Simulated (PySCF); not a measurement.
# Assignment exercise: C5H7ClO3Si

Molfile (atoms numbered from 1):
```
C5H7ClO3Si
     RDKit          3D

 17 16  0  0  0  0  0  0  0  0999 V2000
   -2.1570   -1.0201    1.5997 C   0  0  0  0  0  0  0  0  0  0  0  0
   -1.4267   -0.3687    0.6941 C   0  0  0  0  0  0  0  0  0  0  0  0
   -1.4917   -0.7921   -0.7111 C   0  0  0  0  0  0  0  0  0  0  0  0
   -0.9986   -0.1917   -1.6312 O   0  0  0  0  0  0  0  0  0  0  0  0
   -0.2530    1.0643    1.1098 Si  0  0  2  0  0  4  0  0  0  0  0  0
   -1.1347    2.8389    0.8830 Cl  0  0  0  0  0  0  0  0  0  0  0  0
    0.9763    1.1385    0.0147 O   0  0  0  0  0  0  0  0  0  0  0  0
    1.6063    0.0606   -0.4735 C   0  0  0  0  0  0  0  0  0  0  0  0
    2.3877    0.3750   -1.7078 C   0  0  0  0  0  0  0  0  0  0  0  0
    1.5075   -1.0152    0.0475 O   0  0  0  0  0  0  0  0  0  0  0  0
   -2.7987   -1.8442    1.3242 H   0  0  0  0  0  0  0  0  0  0  0  0
   -2.1475   -0.7464    2.6408 H   0  0  0  0  0  0  0  0  0  0  0  0
   -2.0438   -1.7377   -0.8780 H   0  0  0  0  0  0  0  0  0  0  0  0
    0.3007    0.8831    2.4436 H   0  0  0  0  0  0  0  0  0  0  0  0
    2.9280    1.3096   -1.5848 H   0  0  0  0  0  0  0  0  0  0  0  0
    3.0666   -0.4391   -1.9418 H   0  0  0  0  0  0  0  0  0  0  0  0
    1.6715    0.4973   -2.5198 H   0  0  0  0  0  0  0  0  0  0  0  0
  1  2  2  0
  2  3  1  0
  3  4  2  0
  2  5  1  0
  5  6  1  0
  5  7  1  0
  7  8  1  0
  8  9  1  0
  8 10  2  0
  1 11  1  0
  1 12  1  0
  3 13  1  0
  5 14  1  1
  9 15  1  0
  9 16  1  0
  9 17  1  0
M  END
```

A single conformation, isolated molecule, averaged over atoms made equivalent by symmetry, fast rotation or ring inversion, non-relativistic Hamiltonian. Geometry from GFN2-xTB; GIAO PBE0/pcSseg-1 shieldings; PySCF 2.14.

Chemical shifts δ = σref − σ; ¹³C, ¹H vs TMS, all at this level.

Question: Assign these signals to the numbered atoms. ¹³C{¹H} NMR (computed): δ 201.9, 178.1, 156.3, 155.9, 25.0.

Answer: 
| δ (ppm) | atoms | environment | reason |
| --- | --- | --- | --- |
| 201.9 | C3 | aldehyde carbonyl carbon | the double bond to the heteroatom, with no lone-pair donor beside it, deshields it most |
| 178.1 | C8 | carbonyl carbon | – |
| 156.3 | C2 | α carbon of a C=C–C=O unit | as expected for a trigonal carbon in a double bond |
| 155.9 | C1 | β carbon of a C=C–C=O unit | conjugation with the carbonyl draws π density from the β position |
| 25.0 | C9 | methyl carbon α to a carbonyl | α to the electron-withdrawing carbonyl group |

C2 and C1 lie closer than the usual error of such a calculation, so a measured spectrum could show them in the other order.

Question: Assign these signals to the numbered atoms. ¹H NMR (400 MHz, computed): δ 9.69 (s, 1H), 7.08 (m, 1H), 6.93 (m, 1H), 5.67 (s, 1H), 2.25 (s, 3H).

Answer: 
```tsv
δ (ppm)	atoms	environment	reason
9.69	H13	hydrogen on an aldehyde carbonyl carbon	deshielded by the polar, anisotropic C=O bond
7.08	H12	hydrogen on a β carbon of a C=C–C=O unit	a vinylic proton, deshielded by the sp2 carbon and the C=C anisotropy
6.93	H11	hydrogen on a β carbon of a C=C–C=O unit	–
5.67	H14	hydrogen on a silicon bonded to C, Cl, O	–
2.25	H15/H16/H17	hydrogen on a methyl carbon α to a carbonyl	α to C=O
```

Shifts are as computed. Against solution values, carbons near 30 ppm lie about +3 ppm off and those near 130 ppm about +5 ppm. Of 1211 compounds with measured shifts, 218 miss one by over three times the rms of a fit or turn the order of signals round; such compounds aren't used in these exercises. No couplings were computed; multiplicities are counted from neighbouring protons, with m where these are inequivalent, close in shift, in a saturated or five-membered ring or joined by F or P, and br s for small geminal =CH2 splittings.
